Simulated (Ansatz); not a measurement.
BMe2(hfac) (C7H7BF6O2), relaxed as a singlet with RKS r2SCAN-D4/def2-SVP in Ansatz, starting from the GFN2-xTB geometry. Force threshold 0.03 eV/Å.

Start:

```xyz
23

B     0.888    0.964   -0.230
C     0.569    2.120   -1.301
H    -0.404    1.987   -1.770
H     1.312    2.139   -2.093
H     0.573    3.100   -0.832
C     2.292    0.985    0.553
H     2.385    0.153    1.249
H     2.409    1.901    1.125
H     3.128    0.925   -0.137
O     0.776   -0.422   -0.974
C    -0.096   -1.277   -0.694
C    -0.041   -2.558   -1.545
F     1.159   -3.136   -1.474
F    -0.284   -2.287   -2.830
F    -0.941   -3.464   -1.156
C    -1.076   -1.154    0.288
C    -1.060    0.041    1.011
C    -2.124    0.205    2.110
F    -2.050    1.377    2.724
F    -1.997   -0.753    3.038
F    -3.357    0.087    1.599
O    -0.263    0.991    0.856
H    -1.797   -1.926    0.483
```

| step | energy (eV) | largest force component (eV/Å) | SCF passes |
| --- | --- | --- | --- |
| 1 | -28411.8370 | 0.963 | 23 |
| 2 | -28411.9229 | 0.352 | 22 |
| 3 | -28411.9327 | 0.065 | 21 |
| 4 | -28411.9334 | 0.030 | 23 |
| 5 | -28411.9336 | 0.013 | 24 |

Force components are those of the run's own axes.

End:

```xyz
23

B     0.898    0.970   -0.236
C     0.564    2.105   -1.293
H    -0.427    1.976   -1.762
H     1.313    2.116   -2.102
H     0.581    3.101   -0.820
C     2.277    0.977    0.551
H     2.372    0.134    1.256
H     2.396    1.909    1.128
H     3.126    0.918   -0.151
O     0.764   -0.429   -0.967
C    -0.112   -1.302   -0.692
C    -0.025   -2.556   -1.561
F     1.190   -3.096   -1.467
F    -0.253   -2.240   -2.837
F    -0.927   -3.471   -1.184
C    -1.090   -1.173    0.294
C    -1.082    0.022    1.021
C    -2.126    0.226    2.124
F    -2.010    1.412    2.701
F    -1.984   -0.727    3.056
F    -3.357    0.113    1.605
O    -0.269    0.972    0.850
H    -1.819   -1.958    0.488
```

By distances, no bond broke or formed. The bond that changes most is B1–C6, from 1.61 to 1.59 Å (atoms count from 1).

No frequencies were taken in this run, so the end may be a saddle point.

Hardware: 2 threads of AMD EPYC 7R13 on a shared host and a share (18 GiB) of an NVIDIA H100 80GB HBM3. Wall time 16 s.
